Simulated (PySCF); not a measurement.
# Electron correlation in Kr⁺ (krypton, charge +1)

[Ar] 3d10 4s2 4p5, 2P determinant. All numbers are calculated (PySCF 2.14, the spin-free X2C one-electron Hamiltonian (Gaussian nucleus), in Sapporo-DKH3-DZP-2012 (6s5p3d1f, 43 functions)). Frozen: [Ar] 3d10; 7 electrons correlated.

MP2 pair energies summed by pair of shells (mhartree):

```tsv
pair	energy	share (%)
4p-4p	-68.40	68.4
4s-4p	-26.14	26.1
4s-4s	-5.43	5.4
```

Total MP2 correlation energy: -99.97 mhartree.

Same-spin part -25.92 and opposite-spin part -74.05 mhartree; SCS-MP2 scales them by 1/3 and 6/5 to -97.50 mhartree.

```json
{"level": "CCSD", "correlation energy (mhartree)": "-113.83"}
{"level": "(T)", "correlation energy (mhartree)": "-1.32"}
{"level": "CCSD(T)", "correlation energy (mhartree)": "-115.15"}
```

Diagnostics: T1 = 0.0052, D1 = 0.0176, largest double amplitude 0.048.

Cost of the coupled-cluster step: 0.39 s of wall time on 1 thread of Neoverse-V2 (shared host), for 7 correlated electrons.
